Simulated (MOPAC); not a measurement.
Input for MOPAC: PM3 on C2H6Si (SMILES C[Si]C), a point of a torsion scan.

```
PM3 1SCF PRECISE CHARGE=0 THREADS=1
C2H6Si

C      1.46406383 1    -0.09717424 1     0.04866203 1
Si     0.23898048 1     0.84715708 1    -1.10181431 1
C      0.04681229 1    -0.45077166 1    -2.50964081 1
H      1.75471631 1    -1.08099607 1    -0.32326821 1
H      2.37448671 1     0.48360483 1     0.19073215 1
H      1.02657781 1    -0.23444764 1     1.03668833 1
H      1.00609806 1    -0.67038684 1    -2.98017927 1
H     -0.62637365 1    -0.10402016 1    -3.29145185 1
H     -0.35357034 1    -1.39147039 1    -2.12941805 1
```

It printed:

```
*******************************************************************************
 **                                                                           **
 **                              MOPAC v23.2.5                                **
 **                                                                           **
 *******************************************************************************
 ** MOPAC's Digital Object Identifier: https://doi.org/10.5281/zenodo.6511958 **
 **                                                                           **
 ** Please cite the open-source release paper for use of this MOPAC version:  **
 ** J. E. Moussa and J. J. P. Stewart (2026)                                  **
 ** MOPAC: An open-source semiempirical molecular orbital program             **
 ** J. Open Source Softw., 11(119), 8025, https://doi.org/10.21105/joss.08025 **
 *******************************************************************************

                              PM3 CALCULATION RESULTS

 *******************************************************************************
 *  PM3        - The PM3 Hamiltonian to be used
 *
 *
 *
 *                 CHARGE ON SYSTEM = 0
 *
 *
 *
 *  PRECISE    - TIGHTER CRITERIA TO BE USED
 *  1SCF       - DO 1 SCF AND THEN STOP
 *  THREADS=1  - MULTI-THREADING NOT USED
 *  T=         - A TIME OF 172800.0 SECONDS REQUESTED
 *  DUMP=N     - RESTART FILE WRITTEN EVERY 7200.0 SECONDS REQUESTED
 *******************************************************************************
PM3 1SCF PRECISE CHARGE=0 THREADS=1
 C2H6Si

   ATOM   CHEMICAL          X               Y               Z
  NUMBER   SYMBOL      (ANGSTROMS)     (ANGSTROMS)     (ANGSTROMS)

     1       C          1.46406383  *  -0.09717424  *   0.04866203  *
     2      Si          0.23898048  *   0.84715708  *  -1.10181431  *
     3       C          0.04681229  *  -0.45077166  *  -2.50964081  *
     4       H          1.75471631  *  -1.08099607  *  -0.32326821  *
     5       H          2.37448671  *   0.48360483  *   0.19073215  *
     6       H          1.02657781  *  -0.23444764  *   1.03668833  *
     7       H          1.00609806  *  -0.67038684  *  -2.98017927  *
     8       H         -0.62637365  *  -0.10402016  *  -3.29145185  *
     9       H         -0.35357034  *  -1.39147039  *  -2.12941805  *



          CARTESIAN COORDINATES

    NO.       ATOM           X           Y           Z

     1         C          1.4641     -0.0972      0.0487
     2        Si          0.2390      0.8472     -1.1018
     3         C          0.0468     -0.4508     -2.5096
     4         H          1.7547     -1.0810     -0.3233
     5         H          2.3745      0.4836      0.1907
     6         H          1.0266     -0.2344      1.0367
     7         H          1.0061     -0.6704     -2.9802
     8         H         -0.6264     -0.1040     -3.2915
     9         H         -0.3536     -1.3915     -2.1294

  H: (PM3): J. J. P. STEWART, J. COMP. CHEM. 10, 209 (1989).
  C: (PM3): J. J. P. STEWART, J. COMP. CHEM. 10, 209 (1989).
 Si: (PM3): J. J. P. STEWART, J. COMP. CHEM. 10, 209 (1989).

           Empirical Formula: C2 H6 Si  =     9 atoms



      MOLECULAR POINT GROUP   :   Cs


      RHF CALCULATION, NO. OF DOUBLY OCCUPIED LEVELS = 9


 -------------------------------------------------------------------------------
 PM3 1SCF PRECISE CHARGE=0 THREADS=1
 C2H6Si



     1SCF WAS SPECIFIED, SO BFGS WAS NOT USED
     SCF FIELD WAS ACHIEVED


                              PM3 CALCULATION
                                                       MOPAC v23.2.5 Linux




          FINAL HEAT OF FORMATION =         28.21782 KCAL/MOL =     118.06337 KJ/MOL


          COSMO AREA              =        111.35 SQUARE ANGSTROMS
          COSMO VOLUME            =        100.96 CUBIC ANGSTROMS

          IONIZATION POTENTIAL    =          7.867737 EV
          HOMO LUMO ENERGIES (EV) =         -7.868 -1.965
          NO. OF FILLED LEVELS    =          9
          MOLECULAR WEIGHT        =         58.1549         POINT GROUP:  Cs

          MOLECULAR DIMENSIONS (Angstroms)

            Atom       Atom       Distance
            H     8    H     6     4.63487
            H     9    H     5     2.61022
            H     4   Si     2     2.10295


          SCF CALCULATIONS        =          1





   ATOM   CHEMICAL          X               Y               Z
  NUMBER   SYMBOL      (ANGSTROMS)     (ANGSTROMS)     (ANGSTROMS)

     1       C          1.46406383  *  -0.09717424  *   0.04866203  *
     2      Si          0.23898048  *   0.84715708  *  -1.10181431  *
     3       C          0.04681229  *  -0.45077166  *  -2.50964081  *
     4       H          1.75471631  *  -1.08099607  *  -0.32326821  *
     5       H          2.37448671  *   0.48360483  *   0.19073215  *
     6       H          1.02657781  *  -0.23444764  *   1.03668833  *
     7       H          1.00609806  *  -0.67038684  *  -2.98017927  *
     8       H         -0.62637365  *  -0.10402016  *  -3.29145185  *
     9       H         -0.35357034  *  -1.39147039  *  -2.12941805  *

                             CARTESIAN COORDINATES

   1    C        1.464063830    -0.097174240     0.048662030
   2   Si        0.238980480     0.847157080    -1.101814310
   3    C        0.046812290    -0.450771660    -2.509640810
   4    H        1.754716310    -1.080996070    -0.323268210
   5    H        2.374486710     0.483604830     0.190732150
   6    H        1.026577810    -0.234447640     1.036688330
   7    H        1.006098060    -0.670386840    -2.980179270
   8    H       -0.626373650    -0.104020160    -3.291451850
   9    H       -0.353570340    -1.391470390    -2.129418050


           Empirical Formula: C2 H6 Si  =     9 atoms



      MOLECULAR POINT GROUP   :   Cs


                  EIGENVALUES
 -29.87428 -27.63827 -14.03136 -14.00129 -13.34173 -13.25721 -12.96263 -10.44486
  -7.86774  -1.96516   1.37219   1.61847   4.42830   4.46631   4.53697   4.54993
   4.64524   4.73097


              NET ATOMIC CHARGES AND DIPOLE CONTRIBUTIONS

  ATOM NO.   TYPE          CHARGE      No. of ELECS.   s-Pop       p-Pop
    1          C          -0.373391        4.3734     1.17663     3.19677
    2         Si           0.380900        3.6191     1.74838     1.87072
    3          C          -0.369479        4.3695     1.17565     3.19383
    4          H           0.046734        0.9533     0.95327
    5          H           0.067137        0.9329     0.93286
    6          H           0.067133        0.9329     0.93287
    7          H           0.060374        0.9396     0.93963
    8          H           0.060167        0.9398     0.93983
    9          H           0.060425        0.9396     0.93957
 DIPOLE           X         Y         Z       TOTAL
 POINT-CHG.    -0.773     1.734     0.241     1.913
 HYBRID         1.630    -3.518    -0.388     3.897
 SUM            0.857    -1.785    -0.148     1.985


          ATOMIC ORBITAL ELECTRON POPULATIONS

     Atom    s        px        py        pz
    1  C   1.17663   1.07271   1.04500   1.07905
    2 Si   1.74838   0.41967   0.85868   0.59237
    3  C   1.17565   1.01577   1.07931   1.09875
    4  H   0.95327
    5  H   0.93286
    6  H   0.93287
    7  H   0.93963
    8  H   0.93983
    9  H   0.93957

 **********************
 *                    *
 * JOB ENDED NORMALLY *
 *                    *
 **********************




 == MOPAC DONE ==
```

The run finished.

Cost: roughly 0.020 core-seconds.
